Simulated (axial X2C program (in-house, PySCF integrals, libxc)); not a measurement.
Which molecule has these constants?

All values come from calculations with an in-house relativistic program for diatomic molecules, spin-free (one-electron X2C) or two-component (2c: spin–orbit coupling with atomic mean-field Coulomb and Gaunt terms, which also bring small scalar terms), in Dyall basis sets with cores contracted in-house; open shells are unrestricted.

A two-component PBE0 calculation in a Dyall 3-zeta basis gave Re = 2.772 Å, ωe = 301.1 cm⁻¹, De = 0.87 eV, Ω = 1.

Task: Which molecule is it?
A. LiSe⁺
B. LiO⁺
C. LiTe⁺
D. LiS⁺

Result: C. The others have LiO⁺ 2.073 Å and 362.5 cm⁻¹ (Ω = 1); LiS⁺ 2.457 Å and 347.3 cm⁻¹ (Ω = 1); LiSe⁺ 2.573 Å and 320.9 cm⁻¹ (Ω = 1).

Each entry is the lowest single determinant of a limited PBE0 search at one distance. De goes to single-determinant-based atoms at the same level (for ions the charge split of lowest energy) and is withheld (n/a) where an atom does not fit its ground term or J level. Main or longest-lived isotopes. One determinant is a doubtful description, or other states lie close, for LiTe⁺, LiO⁺, LiS⁺, LiSe⁺; these need not be ground states, and all values refer to the states named. Some open-shell Ω = 0 determinants are out of reach, so the Ω given for LiTe⁺, LiO⁺, LiS⁺, LiSe⁺ need not be the lowest component. With several unpaired electrons the Ω given is that of one determinant, not necessarily of the lowest component. Some light 2c atoms are not at their ground J level, so De misses part of their lowering (0.04 eV or less). The functionals have no current term, which raises determinants with orbital currents.
